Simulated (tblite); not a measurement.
Parent: `[CH3:1][CH2:2][O:3][P:4]1(=[O:5])[O:6][CH2:7][CH2:8][O:9]1` with C1–C2–O3–P4 73°, C2–O3–P4–O5 28°, O3–P4–O6–C7 -87°, P4–O6–C7–C8 -2°, O6–C7–C8–O9 -17°, C7–C8–O9–P4 30°, C4H9O4P.

Computed geometry: GFN2-xTB, gas phase. One conformer each, not checked by frequencies here.

```
coordinate of the parent    value
                   C1–C2  1.518 Å
                   C2–O3  1.422 Å
                   O3–P4  1.605 Å
                   P4=O5  1.450 Å
                   P4–O6  1.623 Å
                   O6–C7  1.409 Å
                   C7–C8  1.547 Å
                   C8–O9  1.410 Å
                   P4–O9  1.605 Å
                C1–C2–O3   111.2°
                C2–O3–P4   117.0°
                O3–P4–O5   115.2°
                O3–P4–O6   105.3°
                O3–P4–O9   101.9°
                O5–P4–O6   116.7°
                O5–P4–O9   118.9°
                O6–P4–O9    96.1°
                P4–O6–C7   111.7°
                O6–C7–C8   107.2°
                C7–C8–O9   106.6°
                P4–O9–C8   109.6°
```

How does the shared frame change in `[CH3:1][O:2][P:3]1(=[O:4])[O:5][CH2:6][CH2:7][O:8]1` with C1–O2–P3–O4 5°, O2–P3–O5–C6 -83°, P3–O5–C6–C7 -10°, O5–C6–C7–O8 -9°, C6–C7–O8–P3 25°, C3H7O4P? Atoms pair as C2 = C1, O3 = O2, P4 = P3, O5 = O4, O6 = O5, C7 = C6, C8 = C7, O9 = O8 (parent first).

```
  parent  relative  value in the relative  change
   C2–O3     C1–O2                1.417 Å  -0.005
   O3–P4     O2–P3                1.610 Å  +0.005
   P4=O5     P3=O4                1.449 Å  -0.001
   P4–O6     P3–O5                1.613 Å  -0.010
   O6–C7     O5–C6                1.409 Å   0.000
   C7–C8     C6–C7                1.551 Å  +0.004
   C8–O9     C7–O8                1.408 Å  -0.002
   P4–O9     P3–O8                1.608 Å  +0.003
C2–O3–P4  C1–O2–P3                 119.8°    +2.8
O3–P4–O5  O2–P3–O4                 114.9°    -0.3
O3–P4–O6  O2–P3–O5                 103.7°    -1.6
O3–P4–O9  O2–P3–O8                 103.2°    +1.3
O5–P4–O6  O4–P3–O5                 117.8°    +1.1
O5–P4–O9  O4–P3–O8                 118.3°    -0.6
O6–P4–O9  O5–P3–O8                  96.0°    -0.1
P4–O6–C7  P3–O5–C6                 111.6°    -0.1
O6–C7–C8  O5–C6–C7                 107.3°    +0.1
C7–C8–O9  C6–C7–O8                 107.1°    +0.5
P4–O9–C8  P3–O8–C7                 110.2°    +0.6
```

Of the parent's bonds, P4–O6 changes most (-0.010 Å).
